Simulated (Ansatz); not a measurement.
Ga₄P₄H₁₄, a cluster cut from wurtzite GaP (hydrogen-capped). The state is a singlet with charge 0. Geometry PBE-D4/def2-SVP, basis def2-TZVP, Ansatz.

```json
{"run": "A", "HOMO (eV)": "-7.28", "LUMO (eV)": "-1.05"}
{"run": "B", "HOMO (eV)": "-6.48", "LUMO (eV)": "-1.69"}
{"run": "C", "HOMO (eV)": "-6.22", "LUMO (eV)": "-1.84"}
{"run": "D", "HOMO (eV)": "-9.46", "LUMO (eV)": "0.91"}
{"run": "E", "HOMO (eV)": "-8.48", "LUMO (eV)": "0.01"}
{"run": "F", "HOMO (eV)": "-8.23", "LUMO (eV)": "-0.16"}
```

Single mean-field runs in def2-TZVP are fitted with def2-universal-jkfit.

The runs used BHLYP, CAM-B3LYP, PBE, PBE0, r2SCAN, ωB97X-V. Estimate which is which.

A PBE0 (25 % exact exchange); B r2SCAN (0 % exact exchange); C PBE (0 % exact exchange); D ωB97X-V (range-separated); E CAM-B3LYP (range-separated); F BHLYP (50 % exact exchange). Exact exchange lowers occupied and raises empty levels; among semilocal functionals meta-GGAs tend to open the gap a little, and such runs are hard to tell apart. The gap grows from 4.38 eV (PBE) to 10.37 eV (ωB97X-V).
